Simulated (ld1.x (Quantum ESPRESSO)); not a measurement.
## Which change was made? (B, ultrasoft)

* Element: B
* Generator: ld1.x (Quantum ESPRESSO) 7.5
* Type: ultrasoft
* Functional: PBE
* Relativity: non-relativistic
* Frozen core: [He]
* Valence charge: 3
* Reference configuration: 2s2 2p1
* Partial waves: 2s (bound): rcut 1.30, rcutus 1.75 bohr; 2s channel at -0.2 Ry: rcut 1.30, rcutus 1.75 bohr; 2p (bound): rcut 3.10, rcutus 3.50 bohr; 2p channel at 3.15 Ry: rcut 3.10, rcutus 3.50 bohr
* Local potential: all-electron potential smoothed inside 3.40 bohr (lloc = -1)
* Core correction: a·sin(br)/r model core inside 1.80 bohr
* Augmentation charge: PSQ, inside the norm-conserving radii

Cutoffs, loose and tight: the cutoffs (Ry, on a coarse ladder) from which the occupation-weighted sum of valence levels, in a spherical-Bessel basis at the reference potential, stays within 10 and 1 mRy of its value at 400 Ry. They do not see the model core or the augmentation charge, which bear on the density cutoff. Test errors are all-electron minus pseudo excitation energies from the reference, over the configurations 2s2 2p0; 2s1 2p0; 2s2 2p0.5; 2s2 2p1.3; 2s1 2p1; 2s1 2p2; 2s0 2p3; variants that change the core or the reference have their own tests. The largest error is taken over the tests solved by every variant that gives reliable tests at all, those not shown here included: 2s0 2p3; 2s1 2p0; 2s1 2p2; 2s2 2p0; 2s2 2p0.5; 2s2 2p1.3.

The base gives: outcome: generated, overlap not positive; bound ghosts: not determined (overlap not positive); largest test error (meV): -506.

(1) After one change the result is: outcome: generated, overlap not positive; bound ghosts: not determined (overlap not positive); largest test error (meV): +34. Which change was it?
A. waves 2p (bound): rcut 3.10, rcutus 4.18 bohr; 2p channel at 3.15 Ry: rcut 3.10, rcutus 4.18 bohr
B. waves 2p (bound): rcut 2.76, rcutus 2.92 bohr; 2p channel at 3.15 Ry: rcut 2.76, rcutus 2.92 bohr
C. waves 2p (bound): rcut 2.18, rcutus 2.32 bohr; 2p channel at 3.15 Ry: rcut 2.18, rcutus 2.32 bohr

Results:

(1) C. The others give: waves 2p (bound): rcut 3.10, rcutus 4.18 bohr; 2p channel at 3.15 Ry: rcut 3.10, rcutus 4.18 bohr → outcome: generated, overlap not positive; bound ghosts: not determined (overlap not positive); largest test error (meV): +124 | waves 2p (bound): rcut 2.76, rcutus 2.92 bohr; 2p channel at 3.15 Ry: rcut 2.76, rcutus 2.92 bohr → outcome: generated, overlap not positive; bound ghosts: not determined (overlap not positive); largest test error (meV): +23. A file whose overlap is not positive is unfit for use, and its test errors describe a broken file.
